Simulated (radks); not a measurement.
Question: Successive ionisation energies (eV) of one element, from differences of total energies of ions in their ground configurations, starting at charge 0: 9.232, 19.242, 31.341, 44.626, 58.907, 74.053, 92.180, 109.10, 126.65, 144.80, 219.41, 241.05, 263.08, 285.47, 329.24, 353.69, 415.93, 456.99, 480.12, 507.13, 563.35, 608.36. Method: Dirac Kohn-Sham, BLYP, spin-unpolarised, spherical densities, finite nucleus; open shells fill j = l - 1/2 first; Fermi nuclear charge, rms radius 5.427 fm; computed with a radial shooting solver on a logarithmic mesh with Libxc functionals. Which element is it?

Answer: Platinum (Z = 78). The first species listed is Pt in [Xe] 4f14 5d9 6s1, the last Pt21+ in [Kr] 4d10 4f11.
